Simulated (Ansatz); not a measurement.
Coupled-cluster diagnostics for [InCl4]- (InCl₄⁻), Ansatz.

Geometry of the singlet (PBE-D4/def2-SVPD):

```xyz
5

In   -0.0001   -0.0001    0.0001
Cl    0.9200   -1.0007   -2.0173
Cl   -0.3281   -1.7248    1.6837
Cl   -2.1345    1.0469   -0.5151
Cl    1.5426    1.6786    0.8486
```

In the def2 sets In takes a core potential; there is no spin–orbit coupling. Correlated methods freeze 24 core orbitals; core or outer-core shells of In are correlated, in sets that lack core-valence functions.

(1) Estimate the CCSD(T) correlation energy, the shares of MP2 and (T), T1 and the reference's ⟨S²⟩ for: charge -1, singlet, own geometry in def2-SVPD; charge 0, doublet, vertical in def2-SVPD; and the rough time on 4 threads of Intel Xeon on a shared host.

## Answers

(1) 
```csv
state,basis,correlation (eV),MP2 share (%),(T) share (%),T1,⟨S²⟩ (pure),wall time
"charge -1, singlet, own geometry",def2-SVPD,-20.214,90.8,2.8,0.010,0.00 (0.00),28 s
"charge 0, doublet, vertical",def2-SVPD,-19.554,89.4,2.9,0.026,0.76 (0.75),3.3 min
```
Customary marks for T1 are 0.02 (closed shells), 0.045 (open shells) and about 0.05 (3d metals). T1 exceeds 0.02 in 1 of 2 rows and 0.045 in 0; the higher it lies, the less the single-reference result can be trusted.
